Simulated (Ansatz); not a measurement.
One change: `[SiH3][N]([SiH3])[ZnH]` becomes `CN([SiH3])[SiH3]`.

Ansatz, PBE0-D4/def2-TZVP geometries, multiplicity 1. 

Scalar relativity is left out up to krypton.

| property | `[SiH3][N]([SiH3])[ZnH]` |
| --- | --- |
| HOMO energy (PBE/def2-TZVPP) / eV | -6.20 |
| HOMO–LUMO gap (PBE/def2-TZVPP) / eV | 4.73 |
| LUMO energy (ωB97M-V/def2-TZVPP) / eV | 0.86 |
| size of the dipole moment (PBE/def2-TZVPP) / D | 0.95 |
| size of the dipole moment (ωB97M-V/def2-TZVPP) / D | 0.99 |
| LUMO energy (PBE0/def2-TZVPP) / eV | -0.60 |

Question: Give the same properties after the change, and the shifts. (Best estimate.)

Answer: The calculation gave: 
```json
{"property": "HOMO energy (PBE/def2-TZVPP) / eV", "`CN([SiH3])[SiH3]`": "-5.80", "shift": "0.40"}
{"property": "HOMO–LUMO gap (PBE/def2-TZVPP) / eV", "`CN([SiH3])[SiH3]`": "5.03", "shift": "0.30"}
{"property": "LUMO energy (ωB97M-V/def2-TZVPP) / eV", "`CN([SiH3])[SiH3]`": "1.76", "shift": "0.90"}
{"property": "size of the dipole moment (PBE/def2-TZVPP) / D", "`CN([SiH3])[SiH3]`": "0.89", "shift": "-0.06"}
{"property": "size of the dipole moment (ωB97M-V/def2-TZVPP) / D", "`CN([SiH3])[SiH3]`": "0.89", "shift": "-0.10"}
{"property": "LUMO energy (PBE0/def2-TZVPP) / eV", "`CN([SiH3])[SiH3]`": "0.09", "shift": "0.69"}
```

With PBE0 the HOMO rises by 0.36 eV and the LUMO rises by 0.69 eV, so the gap widens by about 0.33 eV. PBE moves the HOMO by 0.40 eV and ωB97M-V by 0.33 eV. The zero-point energy changes by 83.4 kJ/mol with +6 modes. Dipoles are sizes alone; their direction can turn.

Positive LUMOs are unbound, so they and the gaps depend on the basis.
